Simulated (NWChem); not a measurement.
# WH6O; SMILES [OH][WH5]

```xyz
8

W      0.0000     0.0000     0.2653
O      0.0000     0.0000     2.1788
H      0.0000     0.0000     3.1365
H     -0.0482     1.4118    -0.6531
H      0.0000     0.0000    -1.4374
H      1.4118     0.0482    -0.6531
H     -1.4118    -0.0482    -0.6531
H      0.0482    -1.4118    -0.6531
```
Atoms are numbered in this order, from 1.

This is a stationary point of PBE0/def2-SVP with def2 effective core potentials on W (NWChem), point group C4v. def2 effective core potentials on W; no spin-orbit coupling.

Task: Is it a minimum? If not, what does it relax to?

Result: No. It has an imaginary frequency of 388i cm⁻¹. Following that mode (on a finer grid) lowers the energy by 26.4 kcal/mol and ends, with real frequencies alone, at point group Cs:
```xyz
8

W      0.2797     0.1142    -0.3603
O      0.0551     0.2616     1.4886
H     -0.5981    -0.1237     2.0826
H      0.0786     1.6239    -1.1227
H     -0.8986     0.1975    -1.5545
H      1.7612    -0.6363    -0.7382
H     -1.0513    -0.8572    -0.2460
H      0.1958    -1.2725    -1.3045
```
